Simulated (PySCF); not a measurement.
## Correlation energy of Pb⁺ (lead, charge +1)

[Xe] 4f14 5d10 6s2 6p1, 2P determinant. All numbers are calculated (PySCF 2.14, a scalar-relativistic core potential, in def2-TZVP with the def2 core potential (60 electrons)). Frozen: 5s2 5p6 5d10; 3 electrons correlated.

MP2 pair energies summed by pair of shells (mhartree):

```tsv
pair	energy	share (%)
6s-6s	-15.71	57.4
6s-6p	-11.67	42.6
```

Total MP2 correlation energy: -27.38 mhartree.

Same-spin part -2.13 and opposite-spin part -25.25 mhartree; SCS-MP2 scales them by 1/3 and 6/5 to -31.01 mhartree.

```tsv
level	correlation energy (mhartree)
CCSD	-36.21
(T)	-0.41
CCSD(T)	-36.62
```

Diagnostics: T1 = 0.0072, D1 = 0.0167, largest double amplitude 0.071.

Spin-orbit coupling, absent here, splits the open shell strongly.

Cost of the coupled-cluster step: 0.39 s of wall time on 1 thread of AMD EPYC 9R45 96-Core Processor (shared host), for 3 correlated electrons.
